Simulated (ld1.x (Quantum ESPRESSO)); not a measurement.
Reading a pseudo-wave (Mg (Z = 12))

Columns: radius, all-electron u(r) and pseudo u(r) of the 2p shell (level -60.98 eV) of magnesium in the configuration [He] 2s2 2p6 3s0.5 3p0; PBE, non-relativistic, TM scheme, ld1.x (Quantum ESPRESSO) 7.5.

```json
{"r (bohr)": "0.057", "all-electron": "0.1238", "pseudo": "0.0527"}
{"r (bohr)": "0.115", "all-electron": "0.3661", "pseudo": "0.2042"}
{"r (bohr)": "0.172", "all-electron": "0.6079", "pseudo": "0.4208"}
{"r (bohr)": "0.230", "all-electron": "0.8139", "pseudo": "0.6684"}
{"r (bohr)": "0.288", "all-electron": "0.9679", "pseudo": "0.8990"}
{"r (bohr)": "0.345", "all-electron": "1.0698", "pseudo": "1.0746"}
{"r (bohr)": "0.402", "all-electron": "1.1287", "pseudo": "1.1826"}
{"r (bohr)": "0.460", "all-electron": "1.1527", "pseudo": "1.2245"}
{"r (bohr)": "0.518", "all-electron": "1.1486", "pseudo": "1.2132"}
{"r (bohr)": "0.575", "all-electron": "1.1244", "pseudo": "1.1696"}
{"r (bohr)": "0.632", "all-electron": "1.0860", "pseudo": "1.1109"}
{"r (bohr)": "0.690", "all-electron": "1.0371", "pseudo": "1.0471"}
{"r (bohr)": "0.747", "all-electron": "0.9828", "pseudo": "0.9854"}
{"r (bohr)": "0.805", "all-electron": "0.9240", "pseudo": "0.9243"}
{"r (bohr)": "0.862", "all-electron": "0.8649", "pseudo": "0.8649"}
{"r (bohr)": "0.920", "all-electron": "0.8048", "pseudo": "0.8048"}
{"r (bohr)": "0.977", "all-electron": "0.7469", "pseudo": "0.7469"}
{"r (bohr)": "1.035", "all-electron": "0.6900", "pseudo": "0.6900"}
{"r (bohr)": "1.092", "all-electron": "0.6364", "pseudo": "0.6364"}
{"r (bohr)": "1.150", "all-electron": "0.5848", "pseudo": "0.5848"}
{"r (bohr)": "1.208", "all-electron": "0.5362", "pseudo": "0.5362"}
{"r (bohr)": "1.265", "all-electron": "0.4914", "pseudo": "0.4914"}
{"r (bohr)": "1.322", "all-electron": "0.4497", "pseudo": "0.4497"}
{"r (bohr)": "1.380", "all-electron": "0.4103", "pseudo": "0.4103"}
{"r (bohr)": "1.438", "all-electron": "0.3738", "pseudo": "0.3738"}
{"r (bohr)": "1.495", "all-electron": "0.3408", "pseudo": "0.3408"}
```

How many radial nodes do the two functions have?

The all-electron 2p function has n − l − 1 = 0; the pseudo-wave has 0.

At about which radius was the pseudo-wave matched?

0.90 bohr. The columns agree to 0.0005 from 0.81 bohr on; several derivatives are matched, so the curves merge somewhat inside the radius.

Is the pseudo-wave norm-conserving?

Yes: the TM scheme keeps the norm inside the radius equal to the all-electron one, which fixes the energy derivative of the logarithmic derivative at the level.
